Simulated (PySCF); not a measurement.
Gas-phase reaction: H₃SiGeH₃ + CH₃SiH₃ + 4 C → Ge(CH₃)₄ + Si₂C

Computed with PySCF (xtb for GFN2) and rigid-rotor harmonic-oscillator thermochemistry at 1 bar. S°(298 K) at PBE0/def2-TZVP differs from the NASA 1993 table for Si₂C (+23 J/mol/K); whether the harmonic model or the table's entry is off was not settled. † marks an energy on the PBE0/def2-TZVP geometry and frequencies; other levels use their own. MP2 freezes the core. 6-31G* has spherical d functions here. Open shells (unrestricted): C (multiplicity 3, electronic degeneracy 9); the rest are closed-shell singlets. GFN2 has no spin-polarisation term. Spin-orbit splitting is ignored; it lowers the true energy and changes the entropy of C. B3LYP is the form with VWN-RPA correlation. Ge: all electrons, no relativistic terms. MP2 isn't extrapolated to the basis-set limit; its ΔH°(298 K) is -2500.3 kJ in def2-SVP and -2569.6 kJ in def2-TZVPP. The harmonic model lacks anharmonicity and excited electronic states, which grow with temperature; levels with a mode under 35 cm⁻¹ are left out. Internal rotation in H₃SiGeH₃, CH₃SiH₃, Ge(CH₃)₄ is treated as a harmonic vibration of one conformer, which makes the entropy rough. Warning, point group unlike the PBE0 one: Si₂C (GFN2-xTB, HF/6-31G*).

```
level               ΔE electronic, kJ  ΔH°(298 K), kJ  ΔS°(298 K), J/K  ΔG°(1600 K), kJ
------------------  -----------------  --------------  ---------------  ---------------
B3LYP/def2-TZVP†                -2540           -2442             -538            -1542
BLYP/def2-TZVP†                 -2565           -2466             -538            -1567
GFN2-xTB                        -3133           -3031             -544            -2121
HF/6-31G*                       -1766           -1660             -551             -745
MP2/def2-SVP†                   -2599           -2500             -538            -1601
PBE/def2-TZVP†                  -2730           -2632             -538            -1733
PBE0/def2-SVP†                  -2666           -2567             -538            -1668
PBE0/def2-TZVP                  -2637           -2539             -538            -1639
LDA/def2-TZVP†                  -3062           -2963             -538            -2064
ωB97M-V/def2-TZVP†              -2605           -2506             -538            -1607
```
ΔH° is lowest at GFN2-xTB and highest at HF/6-31G*. No reference value is set beside these.
